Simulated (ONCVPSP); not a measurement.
Pseudopotential generation for lanthanum: ONCV, PBEsol, scalar-relativistic.

The input file (ONCVPSP 4.0.1):

```
# ATOM AND REFERENCE CONFIGURATION
# atsym  z   nc   nv     iexc    psfile
  La 57.00    9    5  -116133      upf
#
#   n    l    f
    1    0    2.00
    2    0    2.00
    2    1    6.00
    3    0    2.00
    3    1    6.00
    3    2   10.00
    4    0    2.00
    4    1    6.00
    4    2   10.00
    5    0    2.00
    5    1    6.00
    5    2    1.00
    6    0    1.50
    6    1    0.50
#
# PSEUDOPOTENTIAL AND OPTIMIZATION
# lmax
    3
#
#   l,   rc,      ep,       ncon, nbas, qcut
    0    2.15    0.00    3    6    5.20
    1    3.35    0.00    4    8    4.60
    2    3.60    0.00    4    9    4.80
    3    3.60    0.03    3    7    3.30
#
# LOCAL POTENTIAL
# lloc, lpopt,  rc(5),   dvloc0
    4    4    1.95    0.00
#
# VANDERBILT-KLEINMAN-BYLANDER PROJECTORs
# l, nproj, debl
    0    3    2.60
    1    3    3.30
    2    2    2.50
    3    2    1.10
#
# MODEL CORE CHARGE
# icmod, fcfact, rcfact
    3    3.50    1.70
#
# LOG DERIVATIVE ANALYSIS
# epsh1, epsh2, depsh
   -3.00    5.00    0.02
#
# OUTPUT GRID
# rlmax, drl
    6.00    0.01
#
# TEST CONFIGURATIONS
# ncnf
    4
# nvcnf
#   n    l    f
    5
    5    0    2.00
    5    1    6.00
    5    2    1.00
    6    0    2.00
    6    1    0.00
#
    5
    5    0    2.00
    5    1    6.00
    5    2    1.00
    6    0    1.00
    6    1    0.00
#
    5
    5    0    2.00
    5    1    6.00
    5    2    1.00
    6    0    0.00
    6    1    0.00
#
    5
    5    0    2.00
    5    1    6.00
    5    2    1.50
    6    0    1.50
    6    1    0.00
#
```

Command:

```bash
oncvpsp.x < La.dat > La.out
```

Output (shortened: citation, most of the input echo, consistency checks and plot data are left out):

```
ONCVPSP  (Optimized Norm-Conservinng Vanderbilt PSeudopotential)
scalar-relativistic version 4.0.1

#   n    l    f        energy (Ha)
    1    0    2.00    -1.4234924E+03
    2    0    2.00    -2.2663496E+02
    2    1    6.00    -2.0315211E+02
    3    0    2.00    -4.8483454E+01
    3    1    6.00    -4.0985956E+01
    3    2   10.00    -3.0208173E+01
    4    0    2.00    -9.8008373E+00
    4    1    6.00    -7.3622682E+00
    4    2   10.00    -3.8345309E+00
    5    0    2.00    -1.4521872E+00
    5    1    6.00    -8.4368508E-01
    5    2    1.00    -1.3041851E-01
    6    0    1.50    -1.4775775E-01
    6    1    0.50    -5.9247610E-02

Reference configufation results
  iterations    25
  all-electron total energy (Ha)   -8.48996054D+03

Begin loop to  construct optimized pseudo wave functions
and semi-local pseudopoentials for all angular momenta

   Wellstate for l =  0  n =  8
     eigenvalue =   2.4522
     asymptotic potential =   2.9522
     half-point radius =  4.3726

Calculating optimized projector #   1

 for l=   0

    Fraction of norm inside rc  0.878364
    Optimizing pswf for qcut=   5.20 a_B^-1,  ecut=  13.54 Ha
    Residual kinetic energy error=  1.03D-05 Ha

    Energy error per electron        Cutoff
         Ha          eV             Ha
         0.01000     0.27211        7.59
         0.00100     0.02721        9.98
         0.00010     0.00272       11.68
         0.00001     0.00027       14.74

Calculating optimized projector #   2

 for l=   0

    Fraction of norm inside rc  0.049199
    Optimizing pswf for qcut=   5.20 a_B^-1,  ecut=  13.54 Ha
    Residual kinetic energy error=  4.74D-06 Ha

    Energy error per electron        Cutoff
         Ha          eV             Ha
         0.01000     0.27211        5.83
         0.00100     0.02721        8.94
         0.00010     0.00272       11.13
         0.00001     0.00027       13.24

Calculating optimized projector #   3

 for l=   0

    Fraction of norm inside rc  0.114829
    Optimizing pswf for qcut=   5.20 a_B^-1,  ecut=  13.54 Ha
    Residual kinetic energy error=  2.23D-04 Ha

    Energy error per electron        Cutoff
         Ha          eV             Ha
         0.01000     0.27211        9.34
         0.00100     0.02721       12.00
         0.00010     0.00272       14.91
         0.00001     0.00027       29.58

   Wellstate for l =  1  n =  9
     eigenvalue =   3.2408
     asymptotic potential =   3.7408
     half-point radius =  5.3087

Calculating optimized projector #   1

 for l=   1

    Fraction of norm inside rc  0.979732
    Optimizing pswf for qcut=   4.60 a_B^-1,  ecut=  10.59 Ha
    Residual kinetic energy error=  3.18D-09 Ha

    Energy error per electron        Cutoff
         Ha          eV             Ha
         0.01000     0.27211        4.00
         0.00100     0.02721        5.39
         0.00010     0.00272        6.62
         0.00001     0.00027        7.74

Calculating optimized projector #   2

 for l=   1

    Fraction of norm inside rc  0.082379
    Optimizing pswf for qcut=   4.60 a_B^-1,  ecut=  10.59 Ha
    Residual kinetic energy error=  1.81D-08 Ha

    Energy error per electron        Cutoff
         Ha          eV             Ha
         0.01000     0.27211        2.62
         0.00100     0.02721        4.12
         0.00010     0.00272        5.29
         0.00001     0.00027        6.34

Calculating optimized projector #   3

 for l=   1

    Fraction of norm inside rc  0.209359
    Optimizing pswf for qcut=   4.60 a_B^-1,  ecut=  10.59 Ha
    Residual kinetic energy error=  6.34D-05 Ha

    Energy error per electron        Cutoff
         Ha          eV             Ha
         0.01000     0.27211        5.55
         0.00100     0.02721        6.74
         0.00010     0.00272        9.47
         0.00001     0.00027       26.79

   Wellstate for l =  2  n =  9
     eigenvalue =   2.3696
     asymptotic potential =   2.8696
     half-point radius =  6.6587

Calculating optimized projector #   1

 for l=   2

    Fraction of norm inside rc  0.747503
    Optimizing pswf for qcut=   4.81 a_B^-1,  ecut=  11.55 Ha
    Residual kinetic energy error=  1.76D-09 Ha

    Energy error per electron        Cutoff
         Ha          eV             Ha
         0.01000     0.27211        4.17
         0.00100     0.02721        5.82
         0.00010     0.00272        7.19
         0.00001     0.00027        8.40

Calculating optimized projector #   2

 for l=   2

    Fraction of norm inside rc  0.171988
    Optimizing pswf for qcut=   4.81 a_B^-1,  ecut=  11.55 Ha
    Residual kinetic energy error=  2.11D-08 Ha

    Energy error per electron        Cutoff
         Ha          eV             Ha
         0.01000     0.27211        6.15
         0.00100     0.02721        7.81
         0.00010     0.00272        8.75
         0.00001     0.00027        9.62

WARNING wellstate: localized bound state found for n= 4 l= 3
WARNING this state with energy -0.18201485
WARNING will be used for the first projector

   Wellstate for l =  3  n =  6
     eigenvalue =   0.9180
     asymptotic potential =   1.4180
     half-point radius =  5.7433

Calculating optimized projector #   1

 for l=   3

    Fraction of norm inside rc  0.990374
    Optimizing pswf for qcut=   3.30 a_B^-1,  ecut=   5.43 Ha
    Residual kinetic energy error=  1.22D-02 Ha

    Energy error per electron        Cutoff
         Ha          eV             Ha
         0.01000     0.27211        5.94
         0.00100     0.02721       17.74
         0.00010     0.00272       39.02
         0.00001     0.00027       88.67

Calculating optimized projector #   2

 for l=   3

    Fraction of norm inside rc  0.445452
    Optimizing pswf for qcut=   3.30 a_B^-1,  ecut=   5.43 Ha
    Residual kinetic energy error=  2.44D-01 Ha

    Energy error per electron        Cutoff
         Ha          eV             Ha
         0.01000     0.27211       21.53
         0.00100     0.02721       35.85
         0.00010     0.00272       76.33

Construct Vanderbilt / Kleinmman-Bylander projectors

B matrix Hermiticity error, ll=   0
   1   2    8.9953E-05
   1   3    3.4651E-04
   2   3   -8.9441E-05

  Orthonormal projector coefficients  7.3097E+00  1.2832E+00  2.3891E-01

B matrix Hermiticity error, ll=   1
   1   2    3.1957E-05
   1   3   -2.9072E-04
   2   3    5.9266E-05

  Orthonormal projector coefficients  2.2803E+00  6.7793E-01  7.7872E-02

B matrix Hermiticity error, ll=   2
   1   2   -7.5806E-05

  Orthonormal projector coefficients  1.3305E+00  3.1083E-01

B matrix Hermiticity error, ll=   3
   1   2   -1.1609E-04

  Orthonormal projector coefficients -3.3048E+00 -1.5182E+00

Model core correction analysis
  based on d2Exc/dn_idn_j

d2excae - all-electron derivatives

   -2.562196D-02   -2.238193D-02   -9.361285D-03   -1.807772D-03
   -9.913162D-04
   -2.238201D-02   -2.228920D-02   -1.291532D-02   -2.934778D-03
   -1.121183D-03
   -9.361143D-03   -1.291494D-02   -1.825672D-02   -1.402833D-02
   -7.592557D-03
   -1.807600D-03   -2.934254D-03   -1.402360D-02   -2.403019D-02
   -1.936694D-02
   -9.913661D-04   -1.121183D-03   -7.585811D-03   -1.935540D-02
   -2.497359D-02

d2excps - pseudofunction derivatives with no core correction

   -3.268499D-02   -2.760934D-02   -1.080152D-02   -2.495797D-03
   -1.329743D-03
   -2.761003D-02   -2.526188D-02   -1.347663D-02   -3.547809D-03
   -1.374580D-03
   -1.080160D-02   -1.347619D-02   -1.854102D-02   -1.414682D-02
   -7.634974D-03
   -2.495737D-03   -3.547332D-03   -1.414212D-02   -2.410116D-02
   -1.940793D-02
   -1.329855D-03   -1.374600D-03   -7.628237D-03   -1.939640D-02
   -2.499164D-02

rms 2nd derivative error    2.193973E-03

rmatch, rhocmatch    1.2075    3.3957

Teter function model core charge with specified parameters

d2excps - pseudofunction derivatives with core correction

   -2.061909D-02   -1.821665D-02   -8.366362D-03   -1.684545D-03
   -8.030503D-04
   -1.821665D-02   -1.775394D-02   -1.129142D-02   -2.968986D-03
   -9.894373D-04
   -8.366104D-03   -1.129099D-02   -1.756026D-02   -1.402206D-02
   -7.557924D-03
   -1.684375D-03   -2.968563D-03   -1.401718D-02   -2.396844D-02
   -1.935280D-02
   -8.030606D-04   -9.894217D-04   -7.551090D-03   -1.934125D-02
   -2.496329D-02

rms 2nd derivative error    1.878099E-03

Pseudoatom total energy  -32.301702

Diagnostic tests using Vanderbilt-Kleinman-Bylander pseudopotentials
  1 or more projectors used as specified by nproj input data

   l    rcore       rmatch      e in        delta e   norm test  slope test

   0   2.1572732   2.2227727  -1.4521872   0.0000112   1.0001112   1.0001213
   0   2.1572732   2.2227727  -0.1477577   0.0000018   1.0000328   1.0000289
   0   2.1572732   2.2227727   2.4522423   0.0000596   1.0002578   1.0002578

   1   3.3585801   3.4605539  -0.8436851   0.0000002   1.0000743   1.0000705
   1   3.3585801   3.4605539  -0.0592476   0.0000004   1.0000103   1.0000085
   1   3.3585801   3.4605539   3.2407524   0.0000408   1.0000512   1.0000512

   2   3.6085397   3.7181028  -0.1304185  -0.0000001   1.0000166   1.0000193
   2   3.6085397   3.7181028   2.3695815   0.0000129   1.0000625   1.0000625

   3   3.6085397   3.7181028  -0.1820149  -0.0000518   0.9978708   0.9977713
   3   3.6085397   3.7181028   0.9179851  -0.0004192   0.9990185   0.9990185

 Testing for bound ghosts
   n   l    E NL Schr. Eq   E Basis Diag.   E Cutoff

   1   0       -1.452176       -1.452185     40.74
   2   0       -0.147756       -0.103000     40.74

   2   1       -0.843685       -0.843685     35.29
   3   1       -0.059247       -0.049908     35.29

   3   2       -0.130419       -0.130290     34.06

       3                       -0.181600     22.89  WARNING - GHOST(-)

 Testing for highly-localized positive-energy ghosts
       l    <radius>/rc     E Basis Diag.   E Cutoff

       0        0.699126        8.778058     40.74  WARNING - GHOST(+)

Test configuration 0

   n   l     f        eae           eps        diff
   1   0  2.0000-1423.49236761
   2   0  2.0000 -226.63495946
   2   1  6.0000 -203.15210735
   3   0  2.0000  -48.48345355
   3   1  6.0000  -40.98595596
   3   2 10.0000  -30.20817334
   4   0  2.0000   -9.80083730
   4   1  6.0000   -7.36226817
   4   2 10.0000   -3.83453086
   5   0  2.0000   -1.45218722   -1.45217605    1.12D-05
   5   1  6.0000   -0.84368508   -0.84368488    2.02D-07
   5   2  1.0000   -0.13041851   -0.13041859   -7.35D-08
   6   0  1.5000   -0.14775775   -0.14775594    1.81D-06
   6   1  0.5000   -0.05924761   -0.05924726    3.51D-07

    Total energies and differences
      AE_ref= -8.48996054D+03  AE_tst= -8.48996054D+03  dif=  0.00D+00
      PS_ref= -3.23017020D+01  PS_tst= -3.23017020D+01  dif= -2.13D-14
      PSP excitation error=  2.13D-14

Test configuration 1

   n   l     f        eae           eps        diff
   1   0  2.0000-1423.47120850
   2   0  2.0000 -226.61389633
   2   1  6.0000 -203.13106047
   3   0  2.0000  -48.46231154
   3   1  6.0000  -40.96481728
   3   2 10.0000  -30.18704293
   4   0  2.0000   -9.77972624
   4   1  6.0000   -7.34117624
   4   2 10.0000   -3.81348155
   5   0  2.0000   -1.43131611   -1.43139958   -8.35D-05
   5   1  6.0000   -0.82316012   -0.82327722   -1.17D-04
   5   2  1.0000   -0.11402178   -0.11405723   -3.55D-05
   6   0  2.0000   -0.13616429   -0.13614791    1.64D-05

    Total energies and differences
      AE_ref= -8.48996054D+03  AE_tst= -8.49000440D+03  dif= -4.39D-02
      PS_ref= -3.23017020D+01  PS_tst= -3.23455606D+01  dif= -4.39D-02
      PSP excitation error= -3.44D-06

Test configuration 2

   n   l     f        eae           eps        diff
   1   0  2.0000-1423.68818955
   2   0  2.0000 -226.83009666
   2   1  6.0000 -203.34729219
   3   0  2.0000  -48.67852976
   3   1  6.0000  -41.18103484
   3   2 10.0000  -30.40322640
   4   0  2.0000   -9.99566334
   4   1  6.0000   -7.55704826
   4   2 10.0000   -4.02918585
   5   0  2.0000   -1.64585206   -1.64599720   -1.45D-04
   5   1  6.0000   -1.03697154   -1.03703063   -5.91D-05
   5   2  1.0000   -0.31344216   -0.31334250    9.97D-05
   6   0  1.0000   -0.30768502   -0.30773957   -5.45D-05

    Total energies and differences
      AE_ref= -8.48996054D+03  AE_tst= -8.48978392D+03  dif=  1.77D-01
      PS_ref= -3.23017020D+01  PS_tst= -3.21250357D+01  dif=  1.77D-01
      PSP excitation error= -4.76D-05

Test configuration 3

   n   l     f        eae           eps        diff
   1   0  2.0000-1423.94212535
   2   0  2.0000 -227.08295197
   2   1  6.0000 -203.60018336
   3   0  2.0000  -48.93130754
   3   1  6.0000  -41.43381071
   3   2 10.0000  -30.65597537
   4   0  2.0000  -10.24775846
   4   1  6.0000   -7.80901341
   4   2 10.0000   -4.28084273
   5   0  2.0000   -1.89461073   -1.89494059   -3.30D-04
   5   1  6.0000   -1.28345931   -1.28359652   -1.37D-04
   5   2  1.0000   -0.53877599   -0.53867292    1.03D-04

    Total energies and differences
      AE_ref= -8.48996054D+03  AE_tst= -8.48938526D+03  dif=  5.75D-01
      PS_ref= -3.23017020D+01  PS_tst= -3.17261161D+01  dif=  5.76D-01
      PSP excitation error= -3.10D-04

Test configuration 4

   n   l     f        eae           eps        diff
   1   0  2.0000-1423.43993339
   2   0  2.0000 -226.58094781
   2   1  6.0000 -203.09820582
   3   0  2.0000  -48.42973188
   3   1  6.0000  -40.93223971
   3   2 10.0000  -30.15432588
   4   0  2.0000   -9.74753909
   4   1  6.0000   -7.30899007
   4   2 10.0000   -3.78122137
   5   0  2.0000   -1.40074176   -1.40125067   -5.09D-04
   5   1  6.0000   -0.79494900   -0.79507323   -1.24D-04
   5   2  1.5000   -0.09573294   -0.09556457    1.68D-04
   6   0  1.5000   -0.12571800   -0.12579023   -7.22D-05

    Total energies and differences
      AE_ref= -8.48996054D+03  AE_tst= -8.48999136D+03  dif= -3.08D-02
      PS_ref= -3.23017020D+01  PS_tst= -3.23324308D+01  dif= -3.07D-02
      PSP excitation error= -9.48D-05
```

The run took about 10 s on one core of a shared server CPU.
